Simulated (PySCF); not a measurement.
(2S)-1-bromo-2-fluoropropane (C3H6BrF), SMILES [C@@H](C)(F)CBr.

The structure is a stationary point at PBE-D3(BJ)/def2-SVP. Other conformers were not sampled.

Computed with PySCF with PBE-D3(BJ)/def2-SVP.

Frequencies are harmonic and unscaled.

```json
[
 {"mode": "1", "ν (cm⁻¹)": "104", "IR (km/mol)": "3.4", "moving atoms (share of kinetic energy)": "C 49 %, H 28 %, F 15 %"},
 {"mode": "2", "ν (cm⁻¹)": "179", "IR (km/mol)": "3.7", "moving atoms (share of kinetic energy)": "C 50 %, H 23 %, Br 21 %"},
 {"mode": "3", "ν (cm⁻¹)": "237", "IR (km/mol)": "0.5", "moving atoms (share of kinetic energy)": "H 86 %"},
 {"mode": "4", "ν (cm⁻¹)": "314", "IR (km/mol)": "3.5", "moving atoms (share of kinetic energy)": "F 54 %, C 20 %, Br 19 %"},
 {"mode": "5", "ν (cm⁻¹)": "376", "IR (km/mol)": "3.1", "moving atoms (share of kinetic energy)": "C 43 %, H 38 %, F 19 %"},
 {"mode": "6", "ν (cm⁻¹)": "444", "IR (km/mol)": "1.5", "moving atoms (share of kinetic energy)": "C 42 %, H 37 %, F 19 %"},
 {"mode": "7", "ν (cm⁻¹)": "678", "IR (km/mol)": "29.6", "moving atoms (share of kinetic energy)": "C 73 %, H 16 %"},
 {"mode": "8", "ν (cm⁻¹)": "818", "IR (km/mol)": "2.6", "moving atoms (share of kinetic energy)": "H 52 %, C 44 %"},
 {"mode": "9", "ν (cm⁻¹)": "858", "IR (km/mol)": "4.9", "moving atoms (share of kinetic energy)": "H 62 %, C 31 %"},
 {"mode": "10", "ν (cm⁻¹)": "916", "IR (km/mol)": "21.8", "moving atoms (share of kinetic energy)": "H 46 %, C 39 %, F 16 %"},
 {"mode": "11", "ν (cm⁻¹)": "1004", "IR (km/mol)": "7.1", "moving atoms (share of kinetic energy)": "H 82 %, C 17 %"},
 {"mode": "12", "ν (cm⁻¹)": "1071", "IR (km/mol)": "76.9", "moving atoms (share of kinetic energy)": "C 54 %, H 29 %, F 16 %"},
 {"mode": "13", "ν (cm⁻¹)": "1130", "IR (km/mol)": "18.7", "moving atoms (share of kinetic energy)": "C 53 %, H 47 %"},
 {"mode": "14", "ν (cm⁻¹)": "1171", "IR (km/mol)": "11.2", "moving atoms (share of kinetic energy)": "H 63 %, C 37 %"},
 {"mode": "15", "ν (cm⁻¹)": "1188", "IR (km/mol)": "2.9", "moving atoms (share of kinetic energy)": "H 76 %, C 23 %"},
 {"mode": "16", "ν (cm⁻¹)": "1308", "IR (km/mol)": "3.8", "moving atoms (share of kinetic energy)": "H 81 %, C 18 %"},
 {"mode": "17", "ν (cm⁻¹)": "1320", "IR (km/mol)": "2.6", "moving atoms (share of kinetic energy)": "H 78 %, C 22 %"},
 {"mode": "18", "ν (cm⁻¹)": "1359", "IR (km/mol)": "38.2", "moving atoms (share of kinetic energy)": "H 60 %, C 40 %"},
 {"mode": "19", "ν (cm⁻¹)": "1396", "IR (km/mol)": "4.9", "moving atoms (share of kinetic energy)": "H 93 %"},
 {"mode": "20", "ν (cm⁻¹)": "1409", "IR (km/mol)": "5.6", "moving atoms (share of kinetic energy)": "H 94 %"},
 {"mode": "21", "ν (cm⁻¹)": "1424", "IR (km/mol)": "4.0", "moving atoms (share of kinetic energy)": "H 92 %, C 8 %"},
 {"mode": "22", "ν (cm⁻¹)": "2971", "IR (km/mol)": "19.6", "moving atoms (share of kinetic energy)": "H 92 %"},
 {"mode": "23", "ν (cm⁻¹)": "2984", "IR (km/mol)": "8.5", "moving atoms (share of kinetic energy)": "H 97 %"},
 {"mode": "24", "ν (cm⁻¹)": "3027", "IR (km/mol)": "7.7", "moving atoms (share of kinetic energy)": "H 95 %"},
 {"mode": "25", "ν (cm⁻¹)": "3079", "IR (km/mol)": "10.9", "moving atoms (share of kinetic energy)": "H 91 %, C 9 %"},
 {"mode": "26", "ν (cm⁻¹)": "3091", "IR (km/mol)": "5.5", "moving atoms (share of kinetic energy)": "H 91 %, C 9 %"},
 {"mode": "27", "ν (cm⁻¹)": "3106", "IR (km/mol)": "1.8", "moving atoms (share of kinetic energy)": "H 90 %, C 10 %"}
]
```
